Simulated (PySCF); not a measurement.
# Exercise with solution: oscillator strength and radiative lifetime

H3NSTe, SMILES [Te](S)N.

Coordinates come from a B3LYP-D3(BJ)/def2-SVP optimisation. The def2 effective core potentials stand for the cores of Te; spin–orbit coupling is left out. Other conformers were not sampled.

PySCF with TDA-LC-ωPBE/def2-SVPD puts the first singlet state with f over 0.02 at 5.69 eV (vertical), with the transition dipole (0.805, -0.327, -0.038) in atomic units.

**Question.** Find the oscillator strength, the wavelength and the radiative lifetime that this transition would have in vacuum if emission retraced absorption.

**Answer.** 
|μ|² = 0.7564 au, so |μ| = 2.21 D. ΔE = 5.69/27.211 = 0.2091 hartree. f = (2/3) ΔE |μ|² = 0.105 (the program prints 0.106).
λ = 1239.84/5.69 = 218 nm; ν = 45893 cm⁻¹.
Einstein's coefficient A = 0.6670 ν² f s⁻¹ (ν in cm⁻¹) = 1.5e8 s⁻¹, so τ = 1/A = 6.8 ns. This state is S4; the lower singlets have f = 0.002, 0.002, 0.005. The figure is the radiative limit of this one transition; relaxation, internal conversion, crossing to triplets and a medium change what is measured.
